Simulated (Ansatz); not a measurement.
Ansatz (a first-principles code) input (RI-MP2/def2-QZVPPD):
A basis named .json is the Basis Set Exchange file of that set.

Ansatz 0.2 input:
```yaml
crystal:
  periodic: [false, false, false]
  atoms:
    - {symbol: Mo, position_ang: [-0.00000000, -0.00000000, -0.65522540]}
    - {symbol: Cl, position_ang: [0.00000000, 0.00000000, 1.61879217]}
basis:
  gaussian:
    orbitals: def2-QZVPPD.json
    fitting: {mean_field: def2-universal-jkfit, correlation: def2-QZVPPD-RIFIT.json}
total_charge: 1
magnetization: {spin_polarized: true, initial_magnetization: 4}
correlation: {method: mp2, electrons: outside_noble_gas}
```

End of the output:

```
435 factors; integrals over basis functions are off by at most 2.0e0 eV
mean field: 0.35 GiB planned
mean field evaluation 1: about -14332.3917 eV, gradient 2.4e1 eV
mean field evaluation 2: about -14334.5397 eV, gradient 1.5e1 eV
mean field evaluation 4: about -14335.7811 eV, gradient 1.6e0 eV
mean field evaluation 8: about -14335.8888 eV, gradient 9.5e-3 eV
mean field evaluation 16: about -14336.8578 eV, gradient 1.9e-1 eV
mean field evaluation 32: about -14336.5232 eV, gradient 9.9e-2 eV
mean field evaluation 64: about -14336.2516 eV, gradient 6.1e0 eV
mean field evaluation 96: about -14336.5237 eV, gradient 1.1e-2 eV
mean field -14336.86199376 eV, -526.8699603967 hartree, gradient 1.7e-6 eV, S^2 6.026381; 15 other end points of the search recorded, 0 dependent functions left out
9 core orbitals not correlated
reference -14336.86199376 eV, -526.8699603967 hartree; 8, 4 occupied and 143, 147 virtual orbitals, 435 factors
second order -7.90195211 eV of doubles, -0.00000000 eV of singles
Total energy: -14344.76394587 eV, -527.1603517806 hartree
```

This state (charge 1, quintet) is run at the relaxed geometry of the species with charge 0 and multiplicity 4.
